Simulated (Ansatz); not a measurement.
Au2F2. Charge 0, multiplicity 1. Geometry PBE0-D4/def2-TZVP; atoms count from 1.

```xyz
4

Au   -1.321    0.586    1.249
Au    0.430   -0.190   -0.406
F     0.527    1.567   -1.163
F     0.365   -1.962    0.320
```

In the def2 sets Au takes a core potential; there is no spin–orbit coupling. The structure comes from a short search, and lower isomers may exist.

Question: Estimate the Mulliken populations from the PBE0/def2-TZVP orbitals of Ansatz.

Answer: 
| atom | charge (e) | d electrons |
| --- | --- | --- |
| Au1 | 0.32 | 9.94 |
| Au2 | 0.64 | 9.30 |
| F3 | -0.48 | – |
| F4 | -0.48 | – |
Mulliken values and Mayer orders depend strongly on the basis.

Question: And the Mayer bond orders between bonded heavy atoms (over 0.3)?

Answer: Au1–Au2 0.82 (2.53 Å); Au2–F3 0.65 (1.92 Å); Au2–F4 0.65 (1.92 Å).
